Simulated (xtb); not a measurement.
C4H9B, SMILES C=CBCC. All values are semi-empirical tight-binding results from xtb (GFN2-xTB unless named), good for trends rather than for accurate numbers. Coordinates come from a GFN2-xTB optimisation. The structure was generated by enumeration, and PubChem lists no compound with its InChIKey, so it may never have been made. Other conformers were not sampled.

Optimised geometry:

```xyz
14

B     -0.6585     0.6428     0.7166
H     -1.3180     1.3216     1.4122
C      0.8277     1.0753     0.4025
C      1.8382    -0.0459     0.1450
H      1.2301     1.7374     1.1730
H      0.7614     1.6903    -0.5040
H      1.4894    -0.7116    -0.6396
H      1.9822    -0.6354     1.0481
H      2.8037     0.3613    -0.1510
C     -1.3048    -0.6204     0.0976
C     -1.2416    -0.9889    -1.1789
H     -1.9187    -1.2332     0.7532
H     -1.7613    -1.8526    -1.5658
H     -0.6925    -0.4119    -1.9065
```
Charge 0, spin multiplicity 1.

Computed properties:
```yaml
orbital_gap: 3.66 eV
dipole_moment: 0.41 D
zero_point_energy: 73.9 kcal/mol
G − E(el) at 298.15 K (modified RRHO): 54.8 kcal/mol
static polarisability (D4 model): 62.3 bohr³
solvation energy, GFN2-xTB/ALPB(water): -0.8 kcal/mol
solvation energy, GFN2-xTB/ALPB(hexane): -3.9 kcal/mol
```

Computed IR lines (harmonic; lines under 4 % of the strongest left out, lines within 3 cm⁻¹ merged):
ν (cm⁻¹): 660 (w), 773 (s), 809 (w), 926 (w), 954 (w), 991 (m), 1031 (w), 1038 (w), 1195 (s), 1222 (w), 1654 (w), 2604 (vs), 2911 (m), 2972 (m), 2999 (m), 3015 (m), 3031 (m), 3050 (m), 3075 (m), 3097 (m) (against the strongest line: vs over 80 %, s over 45 %, m over 15 %, w over 4 %, vw less)

Computed atomic charges and the Wiberg bond orders between heavy atoms:
charges (e) B1 0.24, H2 -0.09, C3 -0.13, C4 -0.10, H5 0.03, H6 0.05, H7 0.03, H8 0.03, H9 0.03, C10 -0.10, C11 -0.07, H12 0.03, H13 0.03, H14 0.03. Bond orders B1–C3 1.04, C3–C4 1.01, B1–C10 1.06, C10–C11 1.93.
